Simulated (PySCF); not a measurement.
## Which orbitals make which state

Compound: C₅H₈N₂.
Numbering: `[CH2:1]=[CH:2][C:3]([CH:4]=[CH2:5])=[N:6][NH2:7]` (hydrogens: H8, H9 on C1; H10 on C2; H11 on C4; H12, H13 on C5; H14, H15 on N7)

Geometry (GFN2-xTB, Å), atoms numbered from 1 in this order:
```xyz
15
C5H8N2 angstrom
C      1.0040   -1.1570    1.3170
C      0.6650   -0.0041    0.7533
C     -0.3725    0.1584   -0.2764
C     -0.1186    1.0339   -1.4089
C      1.0473    1.6037   -1.6951
N     -1.5459   -0.3684   -0.2435
N     -1.9349   -1.2280    0.7049
H      1.7542   -1.2118    2.0896
H      0.5891   -2.0969    0.9901
H      1.1471    0.9145    1.0667
H     -0.9770    1.1847   -2.0484
H      1.9270    1.4534   -1.0920
H      1.1636    2.2419   -2.5540
H     -1.4124   -1.2584    1.5801
H     -2.9403   -1.2578    0.7946
```

Computed, not measured: PySCF 2.14.0, density-fitted response routines, TDDFT wB97X-D/def2-SVPD, vertical, gas phase, core orbitals frozen in the response.

Orbital energies (eV): HOMO-3 -10.79, HOMO-2 -9.93, HOMO-1 -9.68, HOMO -7.87, LUMO 0.69, LUMO+1 1.75, LUMO+2 2.47.

Among the lowest singlets, which states do these configurations lead, and at what energies: HOMO→LUMO, HOMO-1→LUMO, HOMO→LUMO+1, HOMO-2→LUMO, HOMO-3→LUMO, HOMO→LUMO+2, HOMO-1→LUMO+1?

| state | leading configuration | weight | Δε (eV) | E (eV) | E − Δε (eV) | f | other configurations |
| --- | --- | --- | --- | --- | --- | --- | --- |
| S1 | HOMO→LUMO | 0.85 | 8.56 | 4.66 | -3.90 | 0.163 | H→L+1 (11%) |
| S2 | HOMO-1→LUMO | 0.92 | 10.38 | 5.22 | -5.15 | 0.0028 | – |
| S3 | HOMO→LUMO+1 | 0.84 | 9.61 | 5.68 | -3.93 | 0.404 | H→L (11%) |
| S4 | HOMO→LUMO+2 | 0.70 | 10.34 | 6.34 | -4.00 | 0.063 | H→L+4 (12%) |
| S5 | HOMO-2→LUMO | 0.86 | 10.63 | 6.44 | -4.19 | 0.182 | – |
| S6 | HOMO-1→LUMO+1 | 0.91 | 11.43 | 6.92 | -4.51 | 0.013 | – |
| S8 | HOMO-3→LUMO | 0.66 | 11.48 | 7.22 | -4.26 | 0.018 | H→L+3 (16%) |

E − Δε runs from -5.15 to -3.90 eV. By orbital difference alone the order would be S1, S3, S4, S2, S5, S6, S8. Δε is the difference of the two orbital energies.

H and L stand for HOMO and LUMO. The other states: S7 7.02 eV, f 0.017, H→L+3 (54%), H-3→L (13%), H→L+6 (9%).

Which computed triplets share their leading configuration (75% or more) with a singlet, and how far apart are the partners?

```
configuration  triplet  E(T) (eV)  singlet  E(S) (eV)  E(S) − E(T) (eV)
    HOMO→LUMO       T1       2.92       S1       4.66             +1.74
  HOMO-1→LUMO       T3       4.46       S2       5.22             +0.76
```

The 3 triplets are Tamm–Dancoff values, the singlets full response.

Summed over the main configurations (up to three a state, each over 8%) of all 8 singlets, the electron leaves HOMO with weight 3.51, HOMO-1 with weight 1.83, HOMO-2 with weight 0.86 and HOMO-3 with weight 0.79.

One conformer stands for the species.
